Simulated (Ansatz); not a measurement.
Ansatz (a first-principles code) input (CAM-B3LYP/def2-TZVPD):

Ansatz 0.2 input:
```yaml
crystal:
  periodic: [false, false, false]
  atoms:
    - {symbol: C, position_ang: [-2.77088046, -0.52147517, -0.39726479]}
    - {symbol: C, position_ang: [-1.57229449, 0.05967061, 0.25603450]}
    - {symbol: C, position_ang: [-0.29212937, -0.10046738, -0.56599864]}
    - {symbol: C, position_ang: [0.94713321, 0.44985907, 0.12188031]}
    - {symbol: C, position_ang: [2.18495583, 0.36143217, -0.75963431]}
    - {symbol: O, position_ang: [1.12232143, -0.30253991, 1.32834745]}
    - {symbol: H, position_ang: [-3.76666002, -0.21408892, -0.10888405]}
    - {symbol: H, position_ang: [-2.67936964, -1.36512490, -1.06908985]}
    - {symbol: H, position_ang: [-1.40705397, -0.40814687, 1.23773588]}
    - {symbol: H, position_ang: [-1.74126359, 1.12162099, 0.47210711]}
    - {symbol: H, position_ang: [-0.40965414, 0.40434291, -1.52867640]}
    - {symbol: H, position_ang: [-0.12371593, -1.16097177, -0.77907123]}
    - {symbol: H, position_ang: [0.76532595, 1.50355441, 0.37917854]}
    - {symbol: H, position_ang: [3.06465689, 0.74861962, -0.23894815]}
    - {symbol: H, position_ang: [2.05575464, 0.94628371, -1.67265712]}
    - {symbol: H, position_ang: [2.38013377, -0.67678707, -1.03485562]}
    - {symbol: H, position_ang: [1.90256626, 0.02690149, 1.78627883]}
basis:
  gaussian:
    orbitals: def2-TZVPD
hamiltonian:
  xc: {name: CAM-B3LYP}
magnetization: {spin_polarized: true, initial_magnetization: 1}
output: {forces: true}
```

Output:

```
Functional definition: CAM-B3LYP
integrals: 0.38 GiB planned
1615 factors; their error is unknown
integrals: 0.43 GiB planned
787 factors; integrals over basis functions are off by at most 8.8e-6 eV
0.47 GiB of the device are held for the grids
2.40 GiB of device memory are held for the factors and their scratch space
mean field: 2.95 GiB planned
mean field evaluation 1: about -7399.2127 eV, gradient 4.8e1 eV
mean field evaluation 2: about -7399.2634 eV, gradient 5.0e1 eV
mean field evaluation 4: about -7409.1083 eV, gradient 2.3e0 eV
mean field evaluation 8: about -7409.1297 eV, gradient 1.8e-1 eV
mean field evaluation 16: about -7409.0784 eV, gradient 8.5e-4 eV
mean field -7409.07844306 eV, -272.2786107285 hartree, gradient 7.8e-5 eV, S^2 0.754199; 0 other end points of the search recorded, 0 dependent functions left out
the calculation of the forces begins
reference -7409.07861004 eV, -272.2786168652 hartree; 25, 24 occupied and 299, 300 virtual orbitals, 1615 factors
Total energy: -7409.07861004 eV, -272.2786168652 hartree
Atom 0 at    -2.770880    -0.521475    -0.397265 Å, force     0.053306     0.017186     0.032483 eV/Å
Atom 1 at    -1.572294     0.059671     0.256034 Å, force     0.077121    -0.009299    -0.034510 eV/Å
Atom 2 at    -0.292129    -0.100467    -0.565999 Å, force    -0.011014     0.036634     0.091996 eV/Å
Atom 3 at     0.947133     0.449859     0.121880 Å, force    -0.015579    -0.114071    -0.001340 eV/Å
Atom 4 at     2.184956     0.361432    -0.759634 Å, force    -0.079732    -0.008911     0.070105 eV/Å
Atom 5 at     1.122321    -0.302540     1.328347 Å, force     0.067697     0.191817    -0.175303 eV/Å
Atom 6 at    -3.766660    -0.214089    -0.108884 Å, force     0.020371    -0.001599    -0.001157 eV/Å
Atom 7 at    -2.679370    -1.365125    -1.069090 Å, force     0.003248     0.014102     0.008768 eV/Å
Atom 8 at    -1.407054    -0.408147     1.237736 Å, force    -0.024102     0.010007    -0.053924 eV/Å
Atom 9 at    -1.741264     1.121621     0.472107 Å, force     0.001287    -0.041736    -0.018012 eV/Å
Atom 10 at    -0.409654     0.404343    -1.528676 Å, force     0.006142    -0.008168     0.025498 eV/Å
Atom 11 at    -0.123716    -1.160972    -0.779071 Å, force    -0.002771     0.027150     0.011138 eV/Å
Atom 12 at     0.765326     1.503554     0.379179 Å, force     0.011177    -0.061494     0.011668 eV/Å
Atom 13 at     3.064657     0.748620    -0.238948 Å, force    -0.031972    -0.014144    -0.012589 eV/Å
Atom 14 at     2.055755     0.946284    -1.672657 Å, force    -0.006418    -0.016646     0.037167 eV/Å
Atom 15 at     2.380134    -0.676787    -1.034856 Å, force    -0.008617     0.029671     0.009476 eV/Å
Atom 16 at     1.902566     0.026901     1.786279 Å, force    -0.060143    -0.050498    -0.001465 eV/Å
Dipole moment:     0.258063     0.252238    -0.065901 e Å
```

It need not be the lowest isomer of its formula.
